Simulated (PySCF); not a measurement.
Compound: C₄H₁₁PSi.
InChI=1S/C4H11PSi/c1-3-2-4(3)6-5/h3-4H,2,5-6H2,1H3/t3-,4+/m1/s1

A linear-response calculation (PySCF, def2-SVPD basis, gas phase, vertical, core orbitals frozen in the response) gave these numbers; the functional is withheld.

Orbital energies (eV): HOMO-3 -8.79, HOMO-2 -8.06, HOMO-1 -7.79, HOMO -7.06, LUMO 0.09, LUMO+1 0.25, LUMO+2 0.45.

```csv
state,E (eV),f,"main configurations (H = HOMO, L = LUMO)"
S1,6.29,0.022,"H→L (50%), H→L+1 (47%)"
S2,6.33,0.0095,"H→L+2 (50%), H→L (29%), H→L+1 (17%)"
S3,6.69,0.215,"H→L+2 (44%), H→L+1 (31%), H→L (18%)"
S4,7.01,0.029,"H→L+4 (49%), H→L+3 (41%)"
S5,7.06,0.0024,H-1→L (94%)
S6,7.08,0.0068,"H→L+3 (48%), H→L+4 (41%)"
```

Triplets, Tamm–Dancoff:

```
state  E (eV)  λ (nm)  main configurations (H = HOMO, L = LUMO)
   T1    5.53   224.1                    H→L (57%), H→L+1 (23%)
   T2    5.62   220.8        H→L+2 (66%), H→L+1 (15%), H→L (8%)
   T3    6.07   204.2       H→L+1 (55%), H→L+2 (23%), H→L (18%)
   T4    6.66   186.2                               H→L+4 (76%)
```

Vertical ionisation energy by ΔSCF with the same functional: 9.12 eV. Mean static polarisability: 102.9 au.

Problem. Which of these was used?
A. PBE
B. HF
C. wB97X-D
D. B3LYP

Solution. D. B3LYP is a global hybrid with 20% exact exchange. In this run −ε(HOMO) = 7.06 eV differs from the ΔSCF value by -2.06 eV, and S1 differs from the orbital gap of 7.15 eV by -0.87 eV. The ratio −ε(HOMO)/IP is 0.77. Small neutral molecules mostly give 0.67 to 0.83 with B3LYP, 0.5 to 0.7 with PBE, 0.89 to 0.99 with wB97X-D; Hartree–Fock can't fall below 1, since the ion's relaxation only lowers the ΔSCF value.

The calculation used TDDFT B3LYP/def2-SVPD, vertical, gas phase, core orbitals frozen in the response (PySCF). One conformer (not necessarily the lowest) at the PBE0-D3(BJ)/def2-SVP geometry, without solvent, vibrations or thermal averaging.

On an x86-64 server with one thread (shared host), this took 2.5 min of wall time.

Shape of the structure used: `[CH3:1][C@@H:2]1[CH2:3][C@@H:4]1[SiH2:5][PH2:6]`: C3–C4–Si5–P6 -140°, H–P6–Si5–C4 -164°, H–P6–Si5–C4 -70°.
